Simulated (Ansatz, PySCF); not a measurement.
Energy difference R1 → P1, each structure at its B3LYP-D3(BJ)/def2-TZVP stationary point, reached from a drawn start; harmonic modes at that level show minima.
R1, C3H4 (SMILES C#CC) (charge 0, multiplicity 1):
```xyz
7

C     -0.93782    -0.09187    -0.12476
C      0.49683     0.04869     0.06609
C      1.68031     0.16459     0.22353
H     -1.16563    -0.96552    -0.73875
H     -1.35290     0.78715    -0.62192
H     -1.44870    -0.21029     0.83290
H      2.72801     0.26724     0.36291
```
P1, C3H4 (SMILES C=C=C) (charge 0, multiplicity 1):
```xyz
7

C      1.3001     0.0085    -0.0004
C      0.0000     0.0000     0.0000
C     -1.3001    -0.0085     0.0004
H      1.8673    -0.6545    -0.6436
H      1.8590     0.6787     0.6426
H     -1.8675     0.6310    -0.6661
H     -1.8587    -0.6552     0.6672
```

P less R. No zero-point or thermal terms.

Codes used: Ansatz (a quantum-chemistry and plane-wave program) with Gaussian orbitals; PySCF for the D3/D4 terms. Each number belongs to the level named beside it.

### Question
One of these levels gives -2.53 kcal/mol for the reaction energy. Which?
(A) PBE0/def2-TZVPP
(B) r2SCAN-D4/def2-TZVPP
(C) BHLYP/def2-TZVPP
(D) BLYP-D4/def2-TZVPP

### Answer
B, r2SCAN-D4/def2-TZVPP. The others give -3.21 (BLYP-D4/def2-TZVPP), -1.73 (PBE0/def2-TZVPP), -0.55 (BHLYP/def2-TZVPP)
